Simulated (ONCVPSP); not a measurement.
aluminium (Al), ONCV: configuration errors across variants

| Property | Result |
| --- | --- |
| Element | aluminium (Al) |
| Generator | ONCVPSP 4.0.1 |
| Type | optimised norm-conserving Vanderbilt (ONCV) |
| Functional | LDA (Perdew-Zunger) |
| Relativity | scalar-relativistic |
| Frozen core | [Ne] |
| Valence charge | 3 |
| Reference configuration | 3s2 3p1 |
| Partial waves | 3s: rc 1.45 bohr, ncon 3, nbas 6, qcut 4.1 1/bohr, local; 3p: rc 2.45 bohr, ncon 3, nbas 7, qcut 2.9 1/bohr, 2 projectors, debl 2.3 Ha; d scattering state at 0.23 Ha: rc 2.40 bohr, ncon 4, nbas 8, qcut 4.5 1/bohr, 1 projector |
| Local potential | the s channel |
| Core correction | Teter function fitted to the true core (icmod 2), fcfact 0.3 |

All-electron excitation energies from the reference (eV): (1) 3s2 3p0 5.847; (2) 3s1 3p0 25.224; (3) 3s2 3p0.5 2.125; (4) 3s1 3p1 11.666.

Errors AE − PS in meV (a dash: test not solved or not reliable):

```tsv
change	(1)	(2)	(3)	(4)	bound ghosts	GHOST(+) flags above zero
base	+1.8	+18	+0.3	+2.9	none	none
s: qcut 2.6; p: qcut 1.8; d: qcut 2.8	+2.5	+23	+0.2	+1.2	none	none
s: qcut 3.2; p: qcut 2.3; d: qcut 3.5	+2.0	+20	+0.3	+2.3	none	none
s: qcut 3.7; p: qcut 2.6; d: qcut 4.1	+1.9	+18	+0.3	+2.7	none	none
s: qcut 4; p: qcut 2.8; d: qcut 4.3	+1.8	+18	+0.3	+2.9	none	none
s: qcut 4.5; p: qcut 3.1; d: qcut 4.9	+1.9	+18	+0.3	+2.8	none	none
s: qcut 5; p: qcut 3.5; d: qcut 5.5	+2.0	+19	+0.3	+2.5	none	none
s: qcut 5.8; p: qcut 4.1; d: qcut 6.4	+2.3	+21	+0.3	+1.8	none	none
```

Q: Give the same row for: s: qcut 5.5; p: qcut 3.9; d: qcut 6.1.

A: +2.2, +21, +0.3, +2.0; bound ghosts: none; GHOST(+) flags above zero: none.
